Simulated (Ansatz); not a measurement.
Zn₃. Charge 0, multiplicity 5. Geometry PBE0/def2-TZVP; atoms count from 1.

```xyz
3

Zn   -0.070   -0.652   -1.293
Zn    0.220    1.431    0.079
Zn   -0.150   -0.779    1.214
```

At PBE0/def2-TZVP a singlet of charge 0 lies 4.08 eV below the quintet, each at its own geometry. The structure comes from a short search, and lower isomers may exist.

(1) Estimate the Mulliken populations from the PBE0/def2-TZVP orbitals of Ansatz.

(2) Where does the spin sit?

(3) And the Mayer bond orders between bonded heavy atoms (over 0.3)?

Answers

(1) 
| atom | charge (e) | spin (α − β) | d electrons |
| --- | --- | --- | --- |
| Zn1 | 0.00 | 1.33 | 10.01 |
| Zn2 | 0.00 | 1.33 | 10.01 |
| Zn3 | 0.00 | 1.33 | 10.01 |
Mulliken values and Mayer orders depend strongly on the basis.

(2) Summed by element: Zn 4.00, of 4 unpaired in all. Largest on single atoms: Zn2 1.33, Zn3 1.33, Zn1 1.33.

(3) Zn1–Zn2 0.84 (2.51 Å); Zn1–Zn3 0.84 (2.51 Å); Zn2–Zn3 0.84 (2.51 Å).
